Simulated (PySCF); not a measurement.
A PySCF script (with the pyscf-properties extension) for the NMR shieldings of SMILES C/C=C/P(CC)CCC, C8H17P, on a GFN2-xTB geometry:

```python
import basis_set_exchange as bse
import numpy as np
from pyscf import gto, dft
from pyscf.prop import nmr

atoms = """
C     3.411722   -1.673340   -0.400935
C     2.331689   -0.744169   -0.840830
C     1.422567   -0.205159   -0.040969
P     0.118452    0.909183   -0.654063
C     0.350207    2.240309    0.638030
C    -0.678139    3.355328    0.508007
C    -1.320913    0.022617    0.136533
C    -1.593265   -1.303079   -0.564783
C    -2.761634   -2.046709    0.070456
H     3.345644   -1.877234    0.665424
H     4.388650   -1.241499   -0.617063
H     3.341199   -2.614322   -0.946136
H     2.313815   -0.512566   -1.898146
H     1.424023   -0.424826    1.023234
H     0.312928    1.794204    1.636608
H     1.354500    2.646261    0.485652
H    -0.648628    3.779830   -0.493301
H    -1.683479    2.981066    0.689190
H    -0.475439    4.148984    1.225784
H    -1.110576   -0.143653    1.198401
H    -2.199842    0.667965    0.057534
H    -0.694906   -1.924556   -0.518701
H    -1.806620   -1.113851   -1.619518
H    -3.668570   -1.447515    0.020297
H    -2.942398   -2.986606   -0.445870
H    -2.552032   -2.264049    1.116254
"""
names = dict.fromkeys(["C", "P", "H"], "pcSseg-1")
basis = {el: gto.basis.parse(bse.get_basis(n, elements=[el], fmt="nwchem")) for el, n in names.items()}
mol = gto.M(atom=atoms, basis=basis, charge=0, verbose=0)
mf = dft.RKS(mol, xc="PBE0")
mf.grids.level = 2
mf.grids.alignment = dft.numint.BLKSIZE   # the property module wants whole blocks of grid points
mf.conv_tol = 1e-9
mf.kernel()

calc = nmr.RKS(mf)   # GIAO
C = mf.mo_coeff
Co = C[:, mf.mo_occ > 0]
resp = mf.gen_response(singlet=True, hermi=2)
def vind(x):   # induced exchange potential for any number of trial vectors
    d = np.einsum("pi,xij,qj->xpq", C, 2 * x.reshape(-1, C.shape[1], Co.shape[1]), Co, optimize=True)
    return np.einsum("xpq,pi,qj->xij", resp(d - d.transpose(0, 2, 1)), C, Co, optimize=True).ravel()
mo1, _ = nmr.rhf.solve_mo1(calc, with_cphf=vind)
sigma = calc.kernel(mo1)
for i, s in enumerate(sigma):   # ppm
    w = np.linalg.eigvalsh((s + s.T) / 2)
    print("%2d %-2s iso %8.1f  s11 %8.1f  s22 %8.1f  s33 %8.1f" % (i, mol.atom_pure_symbol(i), w.mean(), *w))
```

Task: Give the expected output.

Result: 
```
 0 C  iso    162.3  s11    149.4  s22    151.4  s33    186.0
 1 C  iso     34.7  s11    -89.9  s22     43.4  s33    150.5
 2 C  iso     42.6  s11    -61.0  s22     60.8  s33    128.0
 3 P  iso    365.9  s11    348.1  s22    362.9  s33    386.8
 4 C  iso    155.7  s11    144.5  s22    151.5  s33    171.0
 5 C  iso    174.4  s11    163.7  s22    171.9  s33    187.5
 6 C  iso    149.0  s11    125.8  s22    152.9  s33    168.2
 7 C  iso    162.7  s11    152.6  s22    163.1  s33    172.5
 8 C  iso    167.8  s11    155.4  s22    159.9  s33    188.0
 9 H  iso     29.8  s11     26.1  s22     29.8  s33     33.6
10 H  iso     29.7  s11     25.9  s22     27.3  s33     35.9
11 H  iso     29.7  s11     26.0  s22     27.6  s33     35.6
12 H  iso     25.1  s11     22.1  s22     23.3  s33     30.0
13 H  iso     25.8  s11     21.2  s22     25.8  s33     30.4
14 H  iso     30.3  s11     26.4  s22     30.3  s33     34.3
15 H  iso     30.2  s11     24.9  s22     29.8  s33     35.9
16 H  iso     30.6  s11     26.0  s22     28.8  s33     37.0
17 H  iso     30.7  s11     25.2  s22     31.2  s33     35.9
18 H  iso     30.3  s11     25.2  s22     27.3  s33     38.4
19 H  iso     30.9  s11     27.1  s22     31.5  s33     34.0
20 H  iso     30.1  s11     24.9  s22     31.3  s33     34.1
21 H  iso     30.4  s11     24.1  s22     31.9  s33     35.1
22 H  iso     30.4  s11     25.1  s22     30.6  s33     35.7
23 H  iso     30.7  s11     26.4  s22     28.9  s33     36.8
24 H  iso     30.4  s11     25.5  s22     27.5  s33     38.1
25 H  iso     30.8  s11     26.5  s22     29.3  s33     36.6
```

These numbers come from an equivalent density-fitted implementation of the same equations, which agrees with the script to about 0.01 ppm for H and up to a few tenths of a ppm for heavy atoms, so last digits may differ.

Size and cost of the density-fitted run: 245 basis functions, 110 s wall time on 1 thread of an Arm Neoverse N1, shared host; peak memory 1.1 GiB.
